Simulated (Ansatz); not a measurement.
Abridged output of a molecular run in Ansatz:

```
Functional definition: HF
1680 factors; integrals over basis functions are off by at most 1.0e-3 eV
mean field evaluation 1: about -13803.2100 eV, gradient 4.4e1 eV
mean field evaluation 2: about -13803.3978 eV, gradient 4.4e1 eV
mean field evaluation 4: about -13807.8192 eV, gradient 4.2e0 eV
mean field evaluation 8: about -13807.8827 eV, gradient 2.4e-1 eV
mean field -13807.88295088 eV, -507.4303391257 hartree, gradient 5.2e-6 eV, S^2 0.000000; 0 other end points of the search recorded, 0 dependent functions left out
9 core orbitals not correlated: weight in the atoms' cores, before any rotation towards them, 1.000 or more for the frozen orbitals, at most 0.000 for the correlated occupied ones
reference -13807.88295088 eV, -507.4303391257 hartree; 16, 16 occupied and 267, 267 virtual orbitals, 1680 factors
second order -24.74197236 eV of doubles, -0.00000000 eV of singles
cycle   1  -25.49689538 eV  change   -7.5e-1 eV  update   9.5e-2
cycle   2  -26.01883143 eV  change   -5.2e-1 eV  update   2.7e-2
cycle   3  -26.12861101 eV  change   -1.1e-1 eV  update   1.3e-2
cycle   4  -26.12404967 eV  change    4.6e-3 eV  update   2.5e-3
cycle   5  -26.12305952 eV  change    9.9e-4 eV  update   8.7e-4
cycle   6  -26.12325649 eV  change   -2.0e-4 eV  update   2.1e-4
cycle   7  -26.12319909 eV  change    5.7e-5 eV  update   7.2e-5
cycle   8  -26.12317710 eV  change    2.2e-5 eV  update   1.9e-5
perturbative correction -0.90497792 eV, -0.0332573252 hartree
Total energy: -13834.91110590 eV, -508.4236055023 hartree
```

Its atoms:

```xyz
14

C     1.407   -0.126   -1.084
Si   -0.252    0.182   -0.302
C    -1.071   -1.406    0.217
C    -0.130    1.383    1.114
F    -1.192    0.860   -1.424
H     1.318   -0.795   -1.943
H     2.094   -0.588   -0.369
H     1.859    0.808   -1.428
H    -1.182   -2.086   -0.632
H    -2.064   -1.219    0.631
H    -0.479   -1.917    0.981
H     0.496    0.978    1.914
H    -1.116    1.596    1.535
H     0.310    2.329    0.790
```

**Question.** Which basis set was used?
A. def2-TZVPP
B. def2-SVP
C. def2-QZVPP
D. def2-TZVPPD

**Answer.** A. It gives 292 functions.

**Question.** Write the keys of the input that set method, charge and spin (a neutral closed shell needs none for the last two).

**Answer.** 
```yaml
correlation: {method: ccsd_t}
```
